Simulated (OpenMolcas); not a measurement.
# 3d3 ions of rising charge with 4 chloride ligands in tetrahedral coordination

```json
{
  "Program": "OpenMolcas 26.06",
  "Method": "SS-CASPT2, IPEA 0.25 Eh, imaginary shift 0.1 Eh",
  "Spin-orbit coupling": "state interaction with AMFI integrals over the reference wave functions"
}
```

The d shell is active; CASPT2 correlates the ligand valence shells and the outer metal core. Anionic complexes are neutralised by point charges behind the ligands. Distances were set from a Shannon-type radius of the metal (high-spin where two are listed) plus a fixed donor radius (Cl 1.76 Å). Ligand basis ANO-RCC-VDZP, DKH2 Hamiltonian. States (labels of Td). Energies in cm-1 above the lowest state or level, χT in cm3 K/mol; under a threefold ground state the first gap can be a small split of the lowest multiplet, not the spin-orbit step. Spin-only χT is S(S+1) / 2 for the spin of the ground state.

```csv
Ion,Shell,R (Å),Metal basis,Outer charge (e at Å behind ligand),Ground state,First state of that spin,First gap with spin-orbit (degeneracies),χT at 300 K,First state of another spin,Spin-only χT
V2+,3d3,2.42,ANO-RCC-VTZP,0.5 at 2.6,4T1,4T2 1900,"24 (4, 2)",1.672,2T2 10110,1.875
Cr3+,3d3,2.25,ANO-RCC-VTZP,0.25 at 3.2,4T1,4T2 4940,"28 (4, 2)",1.471,2E 7420,1.875
Mn4+,3d3,2.15,ANO-RCC-VDZP,,4T1,4T2 12610,"94 (4, 2)",1.457,2E 1260,1.875
```

The rows also differ in their metal basis and outer charges, so part of each step comes from that.

χT departs most from the spin-only value for Mn4+, by -0.418 cm3 K/mol.

Roots that are degenerate in the reference are averaged as groups; the widest CASPT2 spread within a group is 1200 cm-1 (the 3-fold group of multiplicity 2 near 17300 cm-1 above the lowest state of its run, Mn4+). Shifts and gaps below about the spread of the groups concerned are not significant. Over all roots computed the reference weight is 0.73 to 0.74 in V2+, 0.70 to 0.73 in Cr3+, 0.60 to 0.64 in Mn4+; a low but even weight reflects the number of correlated electrons. An orbital triplet at a regular site is open to Jahn-Teller coupling, which can distort the site and quench the lowest spin-orbit gaps and is left out. Ligand-to-metal charge-transfer states are missing. With no ligand orbital active B as a rule stays too high, so bands that hang on it stand too high and its fall with covalency is understated. These CASPT2 states fit no ligand-field parameters well, so their order and spin gaps are uncertain (holds for V2+; Cr3+). With one d shell and no ligand orbital active, 10Dq can be off by tens of per cent for divalent 3d ions, low with halides held by bare charges and at times high in hosts (holds for V2+). Free-ion shares, where given, are those of the reference states; single-state CASPT2 does not remix them (holds for V2+). With one d shell and no ligand orbital active, 10Dq can be off by a tenth or more (holds for Cr3+; Mn4+). This shell can be high or low spin here, a state of another spin lies low, and with metal d orbitals alone active their balance is uncertain, so the ground spin may be wrong (holds for Mn4+). The least metal-like active orbital is 74 % on the metal (Löwdin) and no ligand orbital is active, so the numbers are rough (holds for Mn4+). No measured value stands beside these numbers; the geometry is a model, was not optimised and need not be the one that this ion takes.
